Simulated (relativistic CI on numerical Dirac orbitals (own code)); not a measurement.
# Radial parameters of Mn XXIII

Calculated at this level of theory: Dirac-Coulomb-Breit CI, KLI orbitals optimised for each configuration, a model potential for QED, unscaled Slater integrals (own radial code, finite nucleus).

Slater integrals F^k, G^k are unscaled and averaged over j, outside the closed core 1s2; ζ comes from projecting the Hamiltonian with its Breit term on Σ l·s of the shell.

- 2p: ζ(2p) = 72110 cm⁻¹; <r>(2p) = 0.2132, <r^2>(2p) = 0.05474 (bohr units).
- 3p: ζ(3p) = 21302 cm⁻¹; <r>(3p) = 0.5363, <r^2>(3p) = 0.332 (bohr units).
- 3d: ζ(3d) = 4049.4 cm⁻¹; <r>(3d) = 0.4552, <r^2>(3d) = 0.237 (bohr units).

Averages of the first 10 configurations, taken without configuration mixing, which lowers the lowest level and can move excited configurations by several eV; other configurations of the list can lie among them:

| Configuration | Parity | States | Average energy above the lowest level (eV) |
| --- | --- | --- | --- |
| 2s | even | 2 | 0.0 |
| 2p | odd | 6 | 55.6 |
| 3s | even | 2 | 1056.1 |
| 3p | odd | 6 | 1071.7 |
| 3d | even | 10 | 1078.6 |
| 4s | even | 2 | 1419.7 |
| 4p | odd | 6 | 1426.2 |
| 4d | even | 10 | 1429.0 |
| 4f | odd | 14 | 1429.5 |
| 5s | even | 2 | 1586.6 |
